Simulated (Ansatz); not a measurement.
# HBr ··· SiH$_{3}$F

The pair of HBr (SMILES Br, atoms 1–2) and SiH$_{3}$F (SMILES [SiH3]F, atoms 3–7), both closed shells, in one local arrangement (a lower one may exist), relaxed at PBE0-D4/def2-TZVP:

Br1  (0.532, -0.113, -3.360)
H2  (-0.244, -0.267, -2.175)
Si3  (-0.030, 0.089, 1.149)
F4  (-0.856, -0.301, -0.178)
H5  (-0.950, -0.041, 2.301)
H6  (0.440, 1.483, 0.996)
H7  (1.108, -0.850, 1.266)
(Å)

Program: Ansatz 0.2.0. Basis: def2-TZVPPD, with def2-QZVPPD for the basis limit. Cores are frozen in the correlated methods. Filled d shells of the heavier atoms are correlated. The def2 sets are not built for correlating such inner shells, so the correlated values are less sure here. B3LYP uses VWN-RPA correlation. Extrapolation: Hartree–Fock as exp(−7.88 √X), correlation as X^−2.97. Interaction energies count from these two fragments, frozen as in the pair, with the counterpoise correction; negative means bound.

What is the interaction energy by CCSD(T) at an estimated basis limit (MP2 extrapolated from triple and quadruple zeta, plus CCSD(T) − MP2 in triple zeta)? (Judge from chemistry; the value comes from the calculation.)

The calculation gives: -2.51 kcal/mol. Hartree–Fock alone gives -1.00 kcal/mol at the basis limit. It counts from the two fragments frozen as in the pair.

The same quantity by other methods in triple zeta, and each one's difference from that estimate:
```csv
method,E_int (kcal/mol),difference
PBE-D4,-2.64,-0.12
revPBE-D4,-2.09,0.42
BLYP-D4,-2.38,0.13
r2SCAN-D4,-2.48,0.03
B97M-V,-2.31,0.20
PBE0-D4,-2.63,-0.12
B3LYP-D4,-2.60,-0.09
HSE06-D4,-2.63,-0.12
wB97X-V,-2.36,0.15
wB97M-V,-2.30,0.22
B2PLYP,-1.88,0.63
HF,-1.00,1.51
MP2,-2.26,0.25
CCSD,-1.92,0.59
CCSD(T),-2.12,0.39
```
Differences are method less estimate.

Which atoms make the shortest contact between the fragments?

H2 and F4, 2.09 Å apart.

Basis-set superposition shift (counterpoise-corrected less uncorrected): CCSD(T) 0.71; MP2 0.70; HF 0.11; PBE0-D4 0.12; wB97M-V 0.10 kcal/mol.

The T1 diagnostic stays at or below 0.012.

For scale, one of the runs: CCSD(T)/def2-TZVPPD, 213 basis functions, launched by `ansatz run in.yaml --threads 4 --pin off --events-out ev --progress --plain --max-ram 9574MiB`. Hardware: 4 CPU threads of an Intel Xeon Platinum 8375C, shared host. Wall time 45 s; peak host memory 3 GiB.
